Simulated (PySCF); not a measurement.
**C2H9N2Si2: g tensor and hyperfine couplings**

C2H9N2Si2 (doublet state).
Z-matrix (Å and degrees, GFN2-xTB geometry), rows numbered from 1:
```
C 
C   1  1.2862
Si  2  1.9281  1  125.67
N   3  1.7244  2  105.39  1    84.72
Si  4  1.7343  3  128.03  2   172.23
N   5  1.7238  4  103.82  3  -178.11
H   1  1.0691  2  134.99  3     2.03
H   2  1.0827  1  121.08  3   178.82
H   3  1.4637  2  109.41  1  -158.85
H   3  1.4680  2  109.63  1   -37.03
H   4  1.0081  3  115.23  2   -28.21
H   5  1.4643  4  113.63  3    68.10
H   5  1.4677  4  105.95  3   -53.82
H   6  1.0080  5  118.17  4    51.57
H   6  1.0064  5  117.68  4  -173.45
```

The hyperfine couplings belong to this conformer and change with its torsions.

The species is `[H]/[C]=C\[SiH2]N[SiH2]N` [radical].

Level of theory: UKS B3LYP, pcH-1 on C H N Si, non-relativistic, mean-field spin-orbit, GIAO (PySCF 2.14.0). Geometry: GFN2-xTB, one conformer, isolated molecule. GFN2-xTB frequencies show an imaginary mode (35i cm⁻¹), so this geometry is no minimum at that level. A GFN2-xTB geometry isn't a minimum of the functional, and hyperfine couplings can be far from their values at a DFT geometry. The SCF solution wasn't tested for stability.

| Quantity | Value |
| --- | --- |
| g1, g2, g3 | 2.00151, 2.00215, 2.00268 |
| g_iso | 2.00211 |
| Form of g | rhombic: the two nearest values differ by 45 % of g3 − g1 |
| ⟨S²⟩ | 0.7582 (exact 0.7500) |
| HOMO–LUMO gap, α and β orbitals | 5.50, 4.92 eV |

Isotropic coupling and dipolar principal values T1 to T3, in mT (MHz turned into mT with g_iso):

| atom | isotope | a_iso | of which spin–orbit | T1 | T2 | T3 | Mulliken spin population |
| --- | --- | --- | --- | --- | --- | --- | --- |
| C1 | 13C | 11.08 | 0.00 | -2.74 | -2.03 | 4.77 | 0.96 |
| C2 | 13C | -1.10 | 0.00 | -0.70 | 0.01 | 0.68 | -0.15 |
| Si3 | 29Si | -4.88 | 0.01 | -1.00 | 0.49 | 0.51 | 0.10 |
| N4 | 14N | -0.01 | 0.00 | -0.01 | -0.01 | 0.02 | 0.00 |
| Si5 | 29Si | -0.19 | 0.00 | -0.02 | 0.01 | 0.01 | 0.00 |
| N6 | 14N | 0.01 | 0.00 | 0.00 | 0.00 | 0.00 | 0.00 |
| H7 | 1H | 2.38 | 0.00 | -1.06 | -0.26 | 1.32 | 0.01 |
| H8 | 1H | 5.37 | 0.00 | -0.25 | -0.20 | 0.45 | 0.06 |
| H9 | 1H | 0.55 | 0.00 | -0.08 | -0.03 | 0.11 | 0.01 |
| H10 | 1H | 0.01 | 0.00 | -0.09 | -0.04 | 0.14 | 0.00 |
| H11 | 1H | 0.05 | 0.00 | -0.07 | -0.03 | 0.10 | 0.00 |
| H12 | 1H | 0.01 | 0.00 | -0.01 | -0.01 | 0.03 | 0.00 |
| H13 | 1H | 0.00 | 0.00 | -0.02 | -0.01 | 0.03 | 0.00 |
| H14 | 1H | 0.00 | 0.00 | -0.01 | -0.01 | 0.02 | 0.00 |
| H15 | 1H | 0.01 | 0.00 | -0.01 | -0.01 | 0.02 | 0.00 |

The Mulliken spin populations are largest on C1 (+0.96), C2 (-0.15) and Si3 (+0.10). C1 is the only atom above +0.15. The positive populations add up to 1.15 and the negative ones to -0.15, together 2S = 1.

Axes: g2 points within 6° of the C2–Si3 bond.

Under fast tumbling the dipolar parts average out, and these isotropic splittings remain: 1 × 1H (H8, I = 1/2, 2 lines) with 5.37 mT, 1 × 1H (H7, I = 1/2, 2 lines) with 2.38 mT, 2 × 1H (H9/H10, I = 1/2, 3 lines) with 0.28 mT and 1 × 1H (H11, I = 1/2, 2 lines) with 0.05 mT.

Class means assume fast exchange of nuclei equivalent by connectivity; if that motion is slow, each nucleus keeps its own coupling. The 1H value of +7.9 MHz is a mean of couplings from 0.3 to 15.5 MHz in this one geometry, not an average over conformers.

The 29Si coupling of Si3 (-136.9 MHz) shows only in satellite lines or after enrichment, since that isotope makes up about 4.7 % of natural silicon.

The 13C coupling of C1 (310.5 MHz) shows only in satellite lines or after enrichment, since that isotope makes up about 1.07 % of natural carbon.

The run took 67 s (with the writing of density and orbital grids) on one thread, Arm Neoverse V1 (aarch64), on a shared host, and the process peaked at 0.89 GiB of memory.
